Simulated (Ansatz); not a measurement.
Pulling on the C1–H4 bond in N-methylmethanimine (SMILES C=NC) (multiplicity 1 held, fragments rigid). Energies count from the point at 1.092 Å.
Geometry at that point (charge 0, multiplicity 1):
```xyz
8

C      1.091    -0.376    -0.004
N     -0.040     0.500     0.225
C     -1.180     0.106    -0.134
H      1.822     0.145    -0.626
H      1.577    -0.583     0.952
H      0.821    -1.326    -0.485
H     -1.361    -0.867    -0.612
H     -2.044     0.748     0.028
```

U- levels take the lowest unrestricted solution at each point, which mixes spins at long bonds. Active spaces are followed from a long bond inwards. Levels need not reach the same state.

Correlated levels freeze the cores.

Programs: Ansatz (Gaussian orbitals). Values without a source in brackets are computed.

Energies in kcal/mol.

```
R (Å)  U-MP2/cc-pVDZ  CASSCF(2,2)/cc-pVDZ  FIC-MRCISD on CASSCF(2,2)/cc-pVDZ  FIC-MRCISD+Q on CASSCF(2,2)/cc-pVDZ
-----  -------------  -------------------  ---------------------------------  -----------------------------------
0.874           32.9                 34.0                               33.2                                 33.3
0.983            7.1                  7.8                                7.3                                  7.3
1.092            0.0                  0.0                                0.0                                  0.0
1.201            3.2                  2.2                                2.8                                  2.8
1.311           11.7                  9.5                               10.8                                 10.9
1.474           28.9                 24.4                               26.8                                 27.0
1.638           53.9                 39.9                               43.5                                 43.8
1.911           90.0                 62.2                               67.3                                 67.9
2.184          103.3                 78.0                               84.2                                 85.0
2.512          109.1                 89.2                               96.2                                 97.1
2.949          111.3                 95.5                              103.1                                104.0
3.495          112.0                 97.7                              105.5                                106.4
```

Doubts at one or more of the structures used: a spin-contaminated determinant (U-MP2/cc-pVDZ).

Ansatz is a program for electronic structure.
